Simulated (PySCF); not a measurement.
A calculated (BHandHLYP, PySCF 2.14, x2c-TZVPPall, the spin-free X2C one-electron Hamiltonian (Gaussian nucleus)) atom or ion has these occupied shells.

```
shell  electrons  orbital energy (eV)  rms radius, mean of both spins (bohr)
 1s α          1              -306.74                                  0.313
 1s β          1              -304.42                                  0.313
 2s α          1              -31.746                                   1.57
 2p α          2              -22.127                                   1.62
```

(1) Name the element and its charge.

Answers

(1) C⁺ (carbon, charge +1), in [He] 2s1 2p2, high-spin 4P determinant (an excited configuration).
